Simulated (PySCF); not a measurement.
Species: Au(PF3)Cl (singlet state).
SMILES: `F[P](F)(F)->[Au][Cl]`

Theory: TDDFT CAM-B3LYP/def2-SVPD, vertical, gas phase, core orbitals frozen in the response, def2 core potentials past Kr (PySCF). Geometry: PBE0-D3(BJ)/def2-SVP; no solvent, vibrations or thermal averaging. Spin–orbit coupling is left out.

```csv
state,λ (nm),E (eV),f,|μ| (D),"main configurations (H = HOMO, L = LUMO)"
S1,222.2,5.58,0.0000,0.01,"H-1/H→L (≥55%), H-1/H→L+1 (≥36%)"
S2,219.8,5.64,0.0000,0.03,"H-1/H→L (≥48%), H-1/H→L+1 (≥47%)"
S3,219.8,5.64,0.0000,0.01,"H-1/H→L+1 (≥57%), H-1/H→L (≥38%)"
S4,205.2,6.04,0.049,1.47,H-2→L (84%)
S5,204.8,6.05,0.049,1.45,H-2→L+1 (83%)
S6,200.3,6.19,0.164,2.64,"H-1/H→L+1 (≥41%), H-1/H→L (≥39%), H-2→L+2 (11%)"
S7,197.3,6.28,0.033,1.18,H-1/H→L+2 (≥88%)
S8,197.3,6.28,0.033,1.18,H-1/H→L+2 (≥88%)
S9,184.7,6.71,0.0000,0.03,"H-4→L (42%), H-5→L+1 (38%), H-5→L (9%)"
S10,184.5,6.72,0.0006,0.16,"H-5→L (42%), H-4→L+1 (39%), H-4→L (9%)"
```

Triplets, Tamm–Dancoff:

```csv
state,E (eV),λ (nm),"main configurations (H = HOMO, L = LUMO)"
T1,5.35,231.9,"H-1/H→L (≥48%), H-1/H→L+1 (≥39%)"
T2,5.45,227.5,"H-1/H→L (≥40%), H-1/H→L+1 (≥34%)"
T3,5.45,227.4,"H-1/H→L+1 (≥41%), H-1/H→L (≥34%)"
T4,5.51,225.1,"H-2→L (72%), H-3→L (12%)"
```

The lowest singlet comes at 222 nm (538 kJ/mol) in the ultraviolet; it is dark (f under 0.0005); its leading configuration is HOMO-1/HOMO→LUMO (≥55%). The strongest level in the table is S6 at 6.19 eV (200 nm, f = 0.164). S2/S3, S7/S8 and S9/S10 lie within about 0.01 eV of each other in each set; the point group C3v has degenerate representations, and within a degenerate level the listed configurations can mix freely. For S1 the Löwdin share of gold is 12% in HOMO and 38% in LUMO; for S6 the Löwdin share of gold is 12% in HOMO and 38% in LUMO+1. The listed states span 1.14 eV, and the widest gap between neighbours is 0.43 eV (S8 to S9). Weighted by f, the mean energy of these states is 6.17 eV. The vertical ionisation energy (ΔSCF) is 10.56 eV, 3.84 eV above S10. Orbitals of the list HOMO-3 to LUMO+2 that lie within 0.01 eV of each other are written together with a slash and their weights summed (≥ marks a lower bound); for degenerate orbitals outside that list single weights are arbitrary. The window holds the lowest 10 singlets.
